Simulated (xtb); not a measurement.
C₆H₁₁O (SMILES [CH]=C(O)C(C)(C)C), doublet, at a GFN2-xTB geometry; GFN2-xTB (xtb).

The xtb input:
```
$ xtb mol.xyz --gfn 2 --uhf 1 --hess --json

# file mol.xyz
18

C      2.03660239    -0.39385090    -0.15904060
C      0.93407914     0.05402729     0.35414174
O      0.86205798     0.72367233     1.55315465
C     -0.47076416    -0.08062171    -0.27565624
C     -1.01675095     1.33215004    -0.48504091
C     -1.34522641    -0.85072383     0.71435691
C     -0.41276935    -0.82173729    -1.60858508
H      2.36315908    -0.91695682    -1.02164713
H      1.74948268     0.79270706     1.92183243
H     -1.04656027     1.86886358     0.45927667
H     -0.38737928     1.88387947    -1.18033435
H     -2.02461895     1.28363159    -0.89292164
H     -1.37807242    -0.33419060     1.66976274
H     -2.35853223    -0.93537918     0.32633190
H     -0.94953853    -1.85193311     0.87233829
H      0.21500217    -0.28969942    -2.31930695
H     -0.01607886    -1.82534155    -1.47553587
H     -1.41435117    -0.90042129    -2.02608818
```

**Question.** Predict the main parts of the log of this xtb run.

**Answer.** 
```
   ID    Z sym.   atoms
    1    6 C      1, 2, 4-7
    2    8 O      3
    3    1 H      8-18

           -------------------------------------------------
          |                Calculation Setup                |
           -------------------------------------------------

           -------------------------------------------------
          |                 G F N 2 - x T B                 |
           -------------------------------------------------

          ...................................................
          :                      SETUP                      :
          :.................................................:
          :  # basis functions                  39          :
          :  # atomic orbitals                  39          :
          :  # shells                           25          :
          :  # electrons                        41          :
          :  max. iterations                   250          :
          :  Hamiltonian                  GFN2-xTB          :
          :  restarted?                      false          :
          :  GBSA solvation                  false          :
          :  PC potential                    false          :
          :  electronic temp.          300.0000000     K    :
          :  accuracy                    1.0000000          :
          :  -> integral cutoff          0.2500000E+02      :
          :  -> integral neglect         0.1000000E-07      :
          :  -> SCF convergence          0.1000000E-05 Eh   :
          :  -> wf. convergence          0.1000000E-03 e    :
          :  Broyden damping             0.4000000          :
          :  net charge                          0          :
          :  unpaired electrons                  1          :
          ...................................................

 iter      E             dE          RMSdq      gap      omega  full diag
   1    -22.6878341 -0.226878E+02  0.349E+00    4.28       0.0  T
   2    -22.7094608 -0.216267E-01  0.212E+00    3.88       1.0  T
   3    -22.6957169  0.137439E-01  0.129E+00    4.45       1.0  T
   4    -22.7178670 -0.221501E-01  0.401E-01    4.00       1.0  T
   5    -22.7190022 -0.113521E-02  0.884E-02    4.08       1.0  T
   6    -22.7190128 -0.106241E-04  0.454E-02    4.07       1.0  T
   7    -22.7190191 -0.624914E-05  0.132E-02    4.08       1.8  T
   8    -22.7190202 -0.111786E-05  0.326E-03    4.08       7.2  T
   9    -22.7190202 -0.301654E-07  0.119E-03    4.08      19.9  T
  10    -22.7190202 -0.114063E-08  0.356E-04    4.08      66.2  T
  11    -22.7190202 -0.460371E-09  0.107E-04    4.08     221.2  T

   *** convergence criteria satisfied after 11 iterations ***

         :::::::::::::::::::::::::::::::::::::::::::::::::::::
         ::                     SUMMARY                     ::
         :::::::::::::::::::::::::::::::::::::::::::::::::::::
         :: total energy             -22.402892367751 Eh    ::
         :: gradient norm              0.000061208956 Eh/a0 ::
         :: HOMO-LUMO gap              4.080330194330 eV    ::
         ::.................................................::
         :: SCC energy               -22.718969151656 Eh    ::
         :: -> isotropic ES            0.025030888642 Eh    ::
         :: -> anisotropic ES          0.005249930813 Eh    ::
         :: -> anisotropic XC          0.010675442875 Eh    ::
         :: -> dispersion             -0.012081979446 Eh    ::
         :: repulsion energy           0.316076783905 Eh    ::
         :: add. restraining           0.000000000000 Eh    ::
         :: total charge              -0.000000000000 e     ::
         :::::::::::::::::::::::::::::::::::::::::::::::::::::

           -------------------------------------------------
          |                Numerical Hessian                |
           -------------------------------------------------
step length          :   0.00500
SCC accuracy         :   0.30000
Hessian scale factor :   1.00000
[...]
Molecule has the following symmetry elements: (sigma)
It seems to be the Cs point group
  49:  0.00  50:  0.00  51:  0.00  52:  0.00  53:  0.00  54:  0.00
 output can be read by thermo (or use thermo option).
 writing <g98.out> molden fake output.
 recommended (thermochemical) frequency scaling factor: 1.0
           -------------------------------------------------
          |             Thermodynamic Functions             |
           -------------------------------------------------

cs  symmetry found (for desy threshold:  0.10E+00) used in thermo

          ...................................................
          :                      SETUP                      :
          :.................................................:
          :  # frequencies                          48      :
          :  # imaginary freq.                       0      :
          :  linear?                             false      :
          :  only rotor calc.                    false      :
          :  symmetry                               cs      :
          :  rotational number                       1      :
          :  scaling factor                  1.0000000      :
          :  rotor cutoff                   50.0000000 cm⁻¹ :
          :  imag. cutoff                  -20.0000000 cm⁻¹ :
          :.................................................:

    mode    ω/cm⁻¹     T·S(HO)/kcal·mol⁻¹    T·S(FR)/kcal·mol⁻¹   T·S(vib)
   ------------------------------------------------------------------------
       1     58.71    -1.34173 ( 65.52%)    -1.00858 ( 34.48%)    -1.22687
       2    186.83    -0.67354 ( 99.49%)    -0.66592 (  0.51%)    -0.67350
       3    234.11    -0.55075 ( 99.79%)    -0.59912 (  0.21%)    -0.55085
       4    235.71    -0.54712 ( 99.80%)    -0.59711 (  0.20%)    -0.54722
       5    245.83    -0.52483 ( 99.83%)    -0.58465 (  0.17%)    -0.52493
       6    270.37    -0.47521 ( 99.88%)    -0.55648 (  0.12%)    -0.47531
   ------------------------------------------------------------------------

   temp. (K)  partition function   enthalpy   heat capacity  entropy
                                   cal/mol     cal/K/mol   cal/K/mol   J/K/mol
 298.15  VIB   102.                 3870.239     27.319     21.782
         ROT  0.217E+06              888.752      2.981     27.397
         INT  0.220E+08             4758.991     30.300     49.179
         TR   0.955E+27             1481.254      4.968     39.675
         TOT                        6240.2449    35.2684    88.8533   371.7621

       T/K    H(0)-H(T)+PV         H(T)/Eh          T*S/Eh         G(T)/Eh
   ------------------------------------------------------------------------
    298.15    0.994446E-02    0.162850E+00    0.422171E-01    0.120633E+00
   ------------------------------------------------------------------------

         :::::::::::::::::::::::::::::::::::::::::::::::::::::
         ::                  THERMODYNAMIC                  ::
         :::::::::::::::::::::::::::::::::::::::::::::::::::::
         :: total free energy         -22.282259191529 Eh   ::
         ::.................................................::
         :: total energy              -22.402892367759 Eh   ::
         :: zero point energy           0.152905771317 Eh   ::
         :: G(RRHO) w/o ZPVE           -0.032272595087 Eh   ::
         :: G(RRHO) contrib.            0.120633176230 Eh   ::
         :::::::::::::::::::::::::::::::::::::::::::::::::::::

           -------------------------------------------------
          | TOTAL ENERGY              -22.402892367759 Eh   |
          | TOTAL ENTHALPY            -22.240042133191 Eh   |
          | TOTAL FREE ENERGY         -22.282259191529 Eh   |
          | GRADIENT NORM               0.000061271872 Eh/α |
          | HOMO-LUMO GAP               4.080338670953 eV   |
           -------------------------------------------------

normal termination of xtb
```
